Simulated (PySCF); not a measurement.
Computed shifts of a molecule GeH₇NOSi, PySCF with HF/pcSseg-1, GIAO, gas phase, atoms alike by connectivity averaged where their shifts nearly agree, in ppm (number of nuclei): ²⁹Si: -38.9 (1). ¹⁵N: 25.3 (1). ¹H: 4.92 (3), 4.41 (2), 1.41 (2). References: ²⁹Si against TMS (σ = 393.8 ppm); ¹⁵N against NH3 (σ = 267.3 ppm); ¹⁷O against H2O (σ = 333.0 ppm); ⁷³Ge against GeH4 (σ = 1776.1 ppm); ¹H against TMS (σ = 31.99 ppm), references at their B3LYP-D3(BJ)/def2-TZVP geometries, non-relativistic. Geometry: PBE0-D3(BJ)/def2-SVP. The values are those of a single conformer.

Problem. Which structure fits?
A. [NH2][Ge@H]([OH])[SiH3]
B. N[SiH2][GeH2][OH]
C. N[SiH2][O][GeH3]
D. O[SiH2][NH][GeH3]

Solution. C, N[SiH2][O][GeH3]
